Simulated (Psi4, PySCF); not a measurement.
Two rigid molecules brought together: N2 ··· BCl3 (SMILES N#N and ClB(Cl)Cl). Monomers: optimised at B3LYP-D3(BJ) (def2-TZVP), held rigid. Orientation: a random orientation, not optimised. R is the distance of the centres of mass, along which the second monomer moves.

Geometry at R = 4.60 Å (first 2 atoms: monomer A):
```
6

N      0.5455     0.0000     0.0000
N     -0.5455     0.0000     0.0000
Cl    -2.8658    -1.0761    -2.3451
B     -3.0162     0.2555    -3.4631
Cl    -3.7017    -0.0081    -5.0463
Cl    -2.4850     1.8512    -2.9968
```

RHF/3-21G = restricted Hartree-Fock/3-21G, no counterpoise correction (PySCF); RKS-B3LYP/6-31G* = restricted B3LYP/6-31G*, spherical d, no counterpoise correction run with PySCF; RKS-B3LYP/6-311+G** = restricted B3LYP/6-311+G**, spherical d, no counterpoise correction (PySCF 2.14.0); SAPT0/jun-cc-pVDZ, frozen core (Psi4).

Interaction energies in kJ/mol; the last columns give the difference from SAPT0:

```
R / Å  RHF/3-21G  RKS-B3LYP/6-31G*  RKS-B3LYP/6-311+G**  SAPT0/jun-cc-pVDZ  RHF/3-21G − SAPT0/jun-cc-pVDZ  RKS-B3LYP/6-31G* − SAPT0/jun-cc-pVDZ  RKS-B3LYP/6-311+G** − SAPT0/jun-cc-pVDZ
-----  ---------  ----------------  -------------------  -----------------  -----------------------------  ------------------------------------  ---------------------------------------
4.03        9.78              9.97                12.04               8.72                           1.06                                  1.24                                     3.32
4.18        5.33              5.68                 7.41               4.43                           0.90                                  1.26                                     2.99
4.38        2.13              2.53                 3.87               1.31                           0.82                                  1.21                                     2.56
4.60        0.60              0.93                 1.94              -0.20                           0.80                                  1.13                                     2.14
4.78        0.12              0.37                 1.14              -0.69                           0.81                                  1.06                                     1.83
4.96       -0.02              0.15                 0.69              -0.85                           0.83                                  1.00                                     1.54
5.27        0.00              0.08                 0.29              -0.80                           0.80                                  0.88                                     1.09
5.62        0.07              0.11                 0.07              -0.61                           0.68                                  0.72                                     0.68
6.07        0.09              0.10                -0.08              -0.39                           0.48                                  0.50                                     0.32
6.81        0.06              0.04                -0.12              -0.19                           0.24                                  0.23                                     0.07
7.81        0.03              0.02                -0.04              -0.07                           0.10                                  0.09                                     0.04
9.08        0.01              0.01                 0.00              -0.03                           0.04                                  0.03                                     0.02
```

RHF/3-21G is furthest from SAPT0/jun-cc-pVDZ at 4.03 (1.06 kJ/mol, above); its mean absolute difference over the points is 0.63 kJ/mol.

RKS-B3LYP/6-31G* is furthest from SAPT0/jun-cc-pVDZ at 4.18 (1.26 kJ/mol, above); its mean absolute difference over the points is 0.78 kJ/mol.

RKS-B3LYP/6-311+G** is furthest from SAPT0/jun-cc-pVDZ at 4.03 (3.32 kJ/mol, above); its mean absolute difference over the points is 1.38 kJ/mol.
